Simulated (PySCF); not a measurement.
## Nuclear quadrupole coupling in `O=C(O)C[S@@](=O)[O-]`

C₂H₃O₄S (charge -1).
Numbering: `[O:1]=[C:2]([OH:3])[CH2:4][S@@:5](=[O:6])[O-:7]` (hydrogens: H8 on O3; H9, H10 on C4)

Cartesian coordinates in Å at the GFN2-xTB level; atoms count from 1:
```xyz
10
C2H3O4S angstrom
O      1.6324   -0.3792   -1.0974
C      1.0743   -0.2961   -0.0095
O      1.7276    0.3285    1.0255
C     -0.2417   -0.7309    0.3277
S     -1.5955    0.7269   -0.2769
O     -2.8405    0.0848    0.1938
O     -1.2205    1.8967    0.5338
H      2.5265    0.7373    0.6655
H     -0.4422   -0.8013    1.3876
H     -0.6115   -1.5621   -0.2575
```

Field gradients from the PBE0/pcSseg-1 density (PySCF, non-relativistic), principal values in atomic units, ordered |Vxx| ≤ |Vyy| ≤ |Vzz|:

```csv
atom,Vxx,Vyy,Vzz
O1,0.6080,0.8679,-1.4759
O3,-0.3369,-1.3694,1.7062
S5,0.5688,1.4340,-2.0028
O6,-0.2904,-0.9254,1.2159
O7,-0.2748,-0.9146,1.1894
```

Find the asymmetry η = (Vxx − Vyy)/Vzz and the couplings χ = eQV/h (234.96 MHz × Q in barn × V in au), with Q(17O) = −0.0256 b, Q(33S) = −0.0678 b.

| atom | environment | nucleus | η | χzz (MHz) | χxx (MHz) | χyy (MHz) |
| --- | --- | --- | --- | --- | --- | --- |
| O1 | acid carbonyl oxygen | 17O | 0.18 | 8.88 | -3.66 | -5.22 |
| O3 | acid hydroxyl oxygen | 17O | 0.61 | -10.26 | 2.03 | 8.24 |
| S5 | sulfur bonded to C and 2 O | 33S | 0.43 | 31.91 | -9.06 | -22.84 |
| O6 | oxygen bonded to S | 17O | 0.52 | -7.31 | 1.75 | 5.57 |
| O7 | oxygen bonded to S | 17O | 0.54 | -7.15 | 1.65 | 5.50 |

The tensor is traceless: Vxx + Vyy + Vzz = 0.

What is Vzz at O3 in SI units (1 au = 9.71736 × 10²¹ V/m²)?

1.7062 au = 16.580 × 10²¹ V/m².

And the gradient at the other heavy atoms, for which no coupling is worked out here?

```csv
atom,environment,Vzz (au),η
C2,carboxylic acid carbon,-0.450,0.64
C4,sp3 carbon bound to sulfur,-0.057,0.25
```

What couplings would deuterons (Q(2H) = 0.00286 b) have in place of the hydrogens, at this geometry?

| atom | bonded to | bond length (Å) | Vzz (au) | η | χzz (kHz) |
| --- | --- | --- | --- | --- | --- |
| H8 | O3 | 0.967 | 0.4533 | 0.10 | 305 |
| H9 | C4 | 1.081 | 0.3320 | 0.07 | 223 |
| H10 | C4 | 1.082 | 0.3312 | 0.05 | 223 |

The structure is a single GFN2-xTB conformer in the gas phase; no vibrational or solvent corrections. The pcSseg-1 basis has no diffuse functions, a weakness for an anion. GFN2-xTB bond lengths can be off by several hundredths of an ångström, more for odd bonds, and the gradients follow them. These gradients aren't converged with respect to the basis.
